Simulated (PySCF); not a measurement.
Homolysis of single bonds, series Sn Cl-H. All species are isolated molecules in the gas phase. Strings in code marks are SMILES.

These are PySCF 2.14.0 with PBE-D3(BJ)/def2-TZVP // B3LYP-D3(BJ)/def2-TZVP values and carry that method's errors. 

```json
[
 {"species": "radical fragment (`[Sn]([Cl])([Cl])[Cl]`)", "dipole moment (D)": "1.93"},
 {"species": "whole molecule (`[Cl][SnH]([Cl])[Cl]`)", "dipole moment (D)": "1.98"},
 {"species": "radical fragment (`[Cl][SnH2]`)", "dipole moment (D)": "2.36"},
 {"species": "whole molecule (`[SnH4]`)", "dipole moment (D)": "(withheld)"}
]
```

### Question
Fill in the missing entries.

### Answer

- whole molecule (`[SnH4]`), dipole moment (D): 0.00
